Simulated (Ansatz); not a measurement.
H$_{5}$O$_{3}$ScSi (`[OH][Sc]([OH])[O][SiH3]`), 10 atoms. The species carries charge 0 and has multiplicity 1. Correlated methods include outer-core shells of Sc, which these sets cover unevenly. Scalar relativity is left out up to krypton. All runs use 4 threads of a server CPU on a shared host. Correlated methods freeze the cores.

(1) How many basis functions does each run have, and how long does it take in Ansatz? RHF-CCSD(T)/def2-SVP energy; RHF-CCSD(T)/def2-TZVPP energy; RKS ωB97M-V/def2-TZVPP energy and forces; RKS PBE0-D4/def2-QZVPP energy; RKS PBE0-D4/def2-TZVP frequencies; direct RPA on PBE orbitals/def2-TZVPP energy; RHF-MP2/def2-QZVPP energy; RKS SPW92 (LDA)/def2-TZVPP energy; RKS r2SCAN-D4/def2-TZVPP energy and forces; RKS BHLYP-D4/def2-TZVPP energy; RKS PBE0-D4/def2-SVP energy; RKS PBE0-D4/def2-TZVP relaxation (7 steps). (An estimate is asked.)

Answers

(1) Ansatz gave: Other jobs shared the machine, so times are rough.

| level | job | functions | wall time | peak host memory (GiB) |
| --- | --- | --- | --- | --- |
| RKS PBE0-D4/def2-SVP | energy | 116 | 1.1 s | 0.27 |
| RKS SPW92 (LDA)/def2-TZVPP | energy | 269 | 1.5 s | 0.38 |
| RKS BHLYP-D4/def2-TZVPP | energy | 269 | 2.8 s | 0.82 |
| RKS r2SCAN-D4/def2-TZVPP | energy and forces | 269 | 3.3 s | 0.42 |
| direct RPA on PBE orbitals/def2-TZVPP | energy | 269 | 4.9 s | 0.73 |
| RHF-CCSD(T)/def2-SVP | energy | 116 | 5.5 s | 0.66 |
| RKS PBE0-D4/def2-QZVPP | energy | 484 | 7 s | 1.9 |
| RKS ωB97M-V/def2-TZVPP | energy and forces | 269 | 8.5 s | 1.1 |
| RHF-MP2/def2-QZVPP | energy | 484 | 15 s | 2.8 |
| RKS PBE0-D4/def2-TZVP | relaxation (7 steps) | 205 | 24 s | 0.64 |
| RKS PBE0-D4/def2-TZVP | frequencies | 205 | 110 s | 0.63 |
| RHF-CCSD(T)/def2-TZVPP | energy | 269 | 2.3 min | 7.2 |
